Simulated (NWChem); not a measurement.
C₂H₆Se; SMILES CC[SeH]

```xyz
9

Se    -0.0389    -0.8079     0.0566
H     -0.8335    -0.7224    -1.1801
C      0.6491     1.0235    -0.0558
C     -0.4083     2.1015     0.0641
H      1.2245     1.1133    -0.9885
H      1.3721     1.0781     0.7726
H     -0.9722     2.0064     1.0038
H     -1.1308     2.0502    -0.7651
H      0.0561     3.1015     0.0403
```
Atoms are numbered in this order, from 1.

Program: NWChem. Geometry: optimised at PBE0/def2-SVP. Level: PBE0/aug-cc-pVDZ; rows give the wavelength of the field.

For field static:

- isotropic polarisability (bohr³): 56.5
- anisotropy (bohr³): 17.0

Q: How do the values read with field 589 nm instead?

A: The isotropic polarisability (bohr³) is 58.5. The anisotropy (bohr³) is 18.1.
